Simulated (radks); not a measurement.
The numbers below are computed, except where a source is named.
Species: H. Configuration: 1s1 (the NIST ground configuration).

Code: a radial shooting solver on a logarithmic mesh with Libxc functionals. Model: Dirac Kohn-Sham, PBEsol, spin-unpolarised, spherical densities, finite nucleus; Gaussian nuclear charge, rms radius 0.8783 fm.

Energy parts (eV):
part                   energy
total                 -12.242
kinetic                11.860
electron-nucleus      -25.381
Hartree                 7.800
exchange-correlation   -6.522

Orbitals (lengths in bohr, moments of r in powers of bohr; <r^-3> diverges for s and p1/2; r(90%) holds 90 % of the orbital's charge):
orbital  occ.  eigenvalue (eV)  r(90%)  <r^-3>  <r^4>
1s1/2       1          -6.3320    2.98       -  37.80

The highest occupied level is 1s1/2 at -6.332 eV. The density falls to 0.001 e/bohr^3 at r = 3.00 bohr. The electron density at the nucleus is 0.2817 e/bohr^3. For comparison, the ionisation energy in NIST's Atomic Spectra Database is 13.598 eV (theoretical). In exact Kohn-Sham theory the highest level is minus the ionisation energy, but local and semilocal functionals leave it too shallow, through self-interaction and a potential that decays too fast; potentials with the right tail come closer. Summed over all electrons, <r^2> = 3.726 bohr^2, which gives a Langevin (diamagnetic) susceptibility term of -2.95 x 10^-6 cm^3/mol.

Beside tabulated values, note that spin-unpolarised runs miss the spin-polarisation part of the exchange energy of open shells.
